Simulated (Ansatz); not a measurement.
Born–Oppenheimer molecular dynamics of ClH5Sn (7 atoms, charge 0, multiplicity 1). It starts at the highest image of a converged band. Of that band: A vibrational analysis at the climbing image gives 2 clearly imaginary modes (937i, 89i cm⁻¹): a point of higher order. A lower path may pass nearby, or the ends, which weren't checked, may share the extra mode.

Level of theory: Ansatz, RKS PBE/def2-SVP.

```json
{
  "ensemble": "NVE (velocity Verlet)",
  "time step": "0.5 fs",
  "steps asked": "200",
  "starting velocities drawn for": "300 K",
  "seed": "10919"
}
```

First frame:

```xyz
7
Properties=species:S:1:pos:R:3
Sn -0.195 0.000 -0.132
H -0.037 0.000 1.887
H 1.550 0.000 -0.021
H -0.683 1.491 -0.832
H -0.683 -1.491 -0.832
Cl -2.572 0.000 1.319
H -0.986 0.000 1.909
```

Question: What does the run give?

Answer: All steps were run.

```json
{
  "steps done": "200",
  "time covered": "100 fs",
  "mean temperature over the second half": "2286 K",
  "spread of the potential energy over the second half": "16.4 meV per atom",
  "mean potential energy of the second half above the start": "-183.3 meV per atom"
}
```

The conserved energy stayed within 0.061 meV per atom of its start (net change 0.041 meV per atom), so the integration is sound. The kinetic energy rose, since the run started high on the potential surface and went downhill. It ends in pieces (ClH3Sn + H2), so much of that is their flight and rotation, not heat. A run of 0.1 ps of so small a system gives no equilibrium averages. The orbitals stay closed-shell, which can raise the energy where a bond breaks towards radicals; this wasn't checked here.

Question: What happens to the structure?

Answer: Between its relaxed ends the band would form Sn1–Cl6, H2–H7 and break Sn1–H2, Cl6–H7. These pairs go: Sn1–Cl6 2.79 → 2.37 Å, H2–H7 0.95 → 0.75 Å, Sn1–H2 2.03 → 8.49 Å, Cl6–H7 1.69 → 7.67 Å. In the last frame they stand as after the step (other bonds may differ from the relaxed reactants and products). It ends as ClH3Sn + H2. Pairs count as bonded within 1.25 times the sum of covalent radii (0.12 Å more for H–H). The details hang on the random start.

Question: How do temperature and energy run in time?

Answer: 
| time (fs) | T (K) | potential energy less start (eV) | conserved less start (meV/atom) |
| --- | --- | --- | --- |
| 0 | 300 | 0.000 | 0.00 |
| 8 | 142 | 0.102 | 0.02 |
| 16 | 133 | 0.108 | 0.02 |
| 24 | 200 | 0.065 | 0.03 |
| 32 | 477 | -0.114 | 0.06 |
| 40 | 1554 | -0.810 | 0.00 |
| 48 | 2344 | -1.321 | 0.00 |
| 56 | 2552 | -1.455 | 0.01 |
| 64 | 2351 | -1.326 | 0.01 |
| 72 | 2076 | -1.148 | 0.03 |
| 80 | 2043 | -1.126 | 0.03 |
| 88 | 2349 | -1.324 | 0.01 |
| 96 | 2326 | -1.309 | 0.03 |

The run took 4.8 min on 1 thread of Arm Neoverse V2, on a shared host, peak memory 0.12 GiB.
